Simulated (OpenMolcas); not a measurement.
**Re6+: input and output**

Re6+ among 6 point charges of -1.36 e arranged as an octahedron (Oh), 1.98 Å from the ion. With inversion symmetry the input lists one of each pair of outer charges.

Input:

```
&GATEWAY
Coord
1

Re 0.0 0.0 0.0
Basis=ANO-RCC-VDZP
Group=XYZ
NoMove
AngMom=0.0 0.0 0.0
AMFI
XField
3 Angstrom 0
1.980000 0.000000 0.000000 -1.360000
0.000000 1.980000 0.000000 -1.360000
0.000000 0.000000 1.980000 -1.360000
&SEWARD
* reference wave functions (RASSCF and RASSI steps not shown): 1 electron in 5 orbitals (5d)
>>> COPY JOB001 $Project.JobIph
&CASPT2
Multistate=5 1 2 3 4 5
NoMult
Frozen=14 16
IPEA=0.25
Imaginary=0.1
MaxIter=60
WThr=0.0 0.3 0.05
PrWF=0.5
NoMix
```

Output, cut to the results:

```
--- CASPT2 ---
Orbital specifications:
      -----------------------

      Symmetry species                           1   2
                                                ag  au
      Frozen orbitals                           14  16
      Inactive orbitals                          1   3
      Active orbitals                            5   0
      Secondary orbitals                        16  13
      Deleted orbitals                           0   0
      Number of basis functions                 36  32
Type of calculation                        SS-CASPT2
      Fock operator                              state-specific
      IPEA shift                                 0.25
      Real shift                                 0.00
      Imaginary shift                            0.10
      The input orbitals will be transformed to quasi-canonical
Reference energy:      -16682.0547761553
      E2 (Non-variational):      -0.1474946135
      Shift correction:          -0.0000432474
      E2 (Variational):          -0.1475378608
      Total energy:          -16682.2023140161
      Residual norm:              0.0000000534
      Reference weight:           0.97643
      Contributions to the CASPT2 correlation energy
      Active & Virtual Only:         -0.0000000000
      One Inactive Excited:          -0.0293862654
      Two Inactive Excited:          -0.1181083481
Reference energy:      -16682.0547761553
      E2 (Non-variational):      -0.1478095890
      Shift correction:          -0.0000435873
      E2 (Variational):          -0.1478531763
      Total energy:          -16682.2026293316
      Residual norm:              0.0000000539
      Reference weight:           0.97632
      Contributions to the CASPT2 correlation energy
      Active & Virtual Only:         -0.0000000000
      One Inactive Excited:          -0.0297016891
      Two Inactive Excited:          -0.1181078999
::    CASPT2 Root  1     Total energy: -16682.20231402
::    CASPT2 Root  2     Total energy: -16682.20262933
::    CASPT2 Root  3     Total energy: -16682.20262919
::    CASPT2 Root  4     Total energy: -16682.17089049
::    CASPT2 Root  5     Total energy: -16682.17087155
```

Spin-orbit levels above the lowest (labels of O, the rotations of Oh), with the averaged single-state CASPT2 energies on the diagonal:

```csv
E (cm-1),Degeneracy,Label,2S+1,g
0,4,Γ8,2,
10200,2,Γ7,2,2.00 2.00 2.00
15290,4,Γ8,2,
```

Roots that are degenerate in the reference are averaged as groups; the widest CASPT2 spread within a group is 69 cm-1 (the 3-fold group of multiplicity 2 near 0 cm-1 above the lowest state of its run). Shifts and gaps below about the spread of the groups concerned are not significant. An orbital triplet at a regular site is open to Jahn-Teller coupling, which can distort the site and quench the lowest spin-orbit gaps and is left out. This field is weak: 10Dq is about 6945 cm-1, while octahedral complexes of 5d ions of charge 3 and more, computed by the same method with explicit ligands, had a median near 35000 cm-1. Ground spin and moment need not be those of a real site. Free-ion shares, where given, are those of the reference states; single-state CASPT2 does not remix them. Point charges carry no covalency, so the field is a model and not that of real ligands. No measured value stands beside these numbers.
